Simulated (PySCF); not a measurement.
This PySCF input asks for the NMR shieldings of `N[Si@@H]1CC[Si@H](S)N1`, C2H10N2SSi2; the geometry comes from GFN2-xTB.

```python
import basis_set_exchange as bse
import numpy as np
from pyscf import gto, dft
from pyscf.prop import nmr

atoms = """
N    -1.742963    1.180569    1.622720
Si   -1.203533    0.786427    0.034670
C    -1.080831   -1.095032   -0.173259
C     0.300335   -1.554962    0.300804
Si    1.535507   -0.224189   -0.217427
S     3.217110   -0.090829    1.129074
N     0.494327    1.140076   -0.104205
H    -2.672934    0.915511    1.902415
H    -1.511108    2.082166    2.007495
H    -1.891556    1.460055   -1.076138
H    -1.189301   -1.338721   -1.230820
H    -1.865786   -1.638824    0.351640
H     0.537833   -2.542694   -0.093895
H     0.296829   -1.641561    1.388193
H     2.099500   -0.371655   -1.562269
H     3.834636    0.861282    0.449012
H     0.834937    2.084411   -0.088457
"""
names = dict.fromkeys(["N", "Si", "C", "S", "H"], "pcSseg-1")
basis = {el: gto.basis.parse(bse.get_basis(n, elements=[el], fmt="nwchem")) for el, n in names.items()}
mol = gto.M(atom=atoms, basis=basis, charge=0, verbose=0)
mf = dft.RKS(mol, xc="PBE0")
mf.grids.level = 2
mf.grids.alignment = dft.numint.BLKSIZE   # the property module wants whole blocks of grid points
mf.conv_tol = 1e-9
mf.kernel()

calc = nmr.RKS(mf)   # GIAO
C = mf.mo_coeff
Co = C[:, mf.mo_occ > 0]
resp = mf.gen_response(singlet=True, hermi=2)
def vind(x):   # induced exchange potential for any number of trial vectors
    d = np.einsum("pi,xij,qj->xpq", C, 2 * x.reshape(-1, C.shape[1], Co.shape[1]), Co, optimize=True)
    return np.einsum("xpq,pi,qj->xij", resp(d - d.transpose(0, 2, 1)), C, Co, optimize=True).ravel()
mo1, _ = nmr.rhf.solve_mo1(calc, with_cphf=vind)
sigma = calc.kernel(mo1)
for i, s in enumerate(sigma):   # ppm
    w = np.linalg.eigvalsh((s + s.T) / 2)
    print("%2d %-2s iso %8.1f  s11 %8.1f  s22 %8.1f  s33 %8.1f" % (i, mol.atom_pure_symbol(i), w.mean(), *w))
```

Q: What does it print?

A: 
```
 0 N  iso    240.3  s11    208.5  s22    244.6  s33    267.7
 1 Si iso    362.0  s11    330.3  s22    372.0  s33    383.8
 2 C  iso    175.6  s11    170.4  s22    176.9  s33    179.6
 3 C  iso    177.4  s11    166.1  s22    179.8  s33    186.2
 4 Si iso    346.6  s11    288.0  s22    354.7  s33    397.2
 5 S  iso    696.4  s11    621.9  s22    677.4  s33    789.8
 6 N  iso    212.7  s11    185.8  s22    216.7  s33    235.6
 7 H  iso     31.4  s11     24.1  s22     26.7  s33     43.5
 8 H  iso     31.1  s11     23.9  s22     27.8  s33     41.7
 9 H  iso     26.3  s11     22.1  s22     24.1  s33     32.6
10 H  iso     31.1  s11     26.0  s22     28.7  s33     38.7
11 H  iso     30.7  s11     25.9  s22     28.0  s33     38.2
12 H  iso     30.6  s11     24.6  s22     28.6  s33     38.4
13 H  iso     30.5  s11     26.0  s22     29.0  s33     36.5
14 H  iso     26.1  s11     21.5  s22     24.8  s33     31.9
15 H  iso     31.2  s11     23.6  s22     27.8  s33     42.3
16 H  iso     31.0  s11     23.5  s22     28.6  s33     40.9
```

These numbers come from an equivalent density-fitted implementation of the same equations, which agrees with the script to about 0.01 ppm for H and up to a few tenths of a ppm for heavy atoms, so last digits may differ.

Q: Turn these shieldings into chemical shifts. References, each an isolated molecule treated in the same way: 15N (267.73 ppm) against NH3; 29Si (349.16 ppm), 13C (186.93 ppm), 1H (31.72 ppm) vs TMS; CS2 for 33S (503.73 ppm).

A: Averaging equivalent atoms: N 6: 55.0; N 0: 27.5; Si 4: 2.5; Si 1: -12.9; C 2: 11.3; C 3: 9.5; S 5: -193; H 14: 5.65; H 9: 5.45; H 13: 1.22; H 12: 1.17; H 11: 1.02; H 16: 0.72; H 10: 0.57; H 15: 0.47; H 7/8: 0.43 ppm. Experimental scales use liquid or dissolved standards, which lie at an offset from isolated NH3 (liquid NH3: subtract about 20 ppm).

Size and cost of the density-fitted run: 190 basis functions, 56 s wall time on 1 thread of an Arm Neoverse N1, shared host; peak memory 0.85 GiB.
